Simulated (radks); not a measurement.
Tc II, configuration [Kr] 4d5 5s1. Calculated with a radial shooting solver on a logarithmic mesh with Libxc functionals: scalar-relativistic Kohn-Sham, PBE, spin-polarised, spherical densities, finite nucleus; open shells are filled with parallel spins first (spin-orbit coupling, left out, can overturn this in heavy ions); Fermi nuclear charge, rms radius 4.4112 fm.

Local quantities along the radius. ELF = 1/(1 + alpha^2) is the electron localisation function; alpha = (tau - tau_W)/tau_unif compares the Pauli kinetic energy density with that of the uniform gas (summed over spins); -r V(r) is the screened charge that the Kohn-Sham potential of spin up presents (atomic units). tau is taken from the large components.

r (bohr)    ELF    alpha  -r V(r)
0.001798  1.000  0.02189    42.68
0.002379  0.999  0.02269    42.56
0.003173  0.999  0.02434    42.40
0.004231  0.999  0.02720    42.18
0.005644  0.999  0.03197    41.90
0.007527  0.998  0.04001    41.52
0.00996   0.997  0.05375    41.03
0.01328   0.994  0.08053    40.39
0.01772   0.982   0.1370    39.57
0.02363   0.932   0.2694    38.53
0.03127   0.748   0.5806    37.27
0.0417    0.414    1.190    35.69
0.05562   0.316    1.472    33.77
0.07418   0.530   0.9411    31.57
0.09894   0.750   0.5774    29.00
0.1309    0.718   0.6261    26.15
0.1746    0.385    1.264    22.92
0.2329    0.340    1.395    19.52
0.3106    0.685   0.6780    16.15
0.411     0.771   0.5451    13.00
0.5481    0.459    1.085    10.13
0.7311    0.203    1.979    7.659
0.9751    0.678   0.6886    5.788
1.301     0.745   0.5852    4.159
1.721     0.537   0.9284    3.022
2.295     0.377    1.285    2.309
3.061     0.375    1.291    1.872
4.083     0.339    1.395    1.575
5.402     0.188    2.079    1.458
7.205     0.033    5.372    1.255

On this mesh the ELF has minima near r = 0.056, 0.20, 0.73 bohr, which separate the shells, and maxima near 0.11 (0.77), 0.41 (0.77), 1.1 (0.77), 3.1 (0.38).
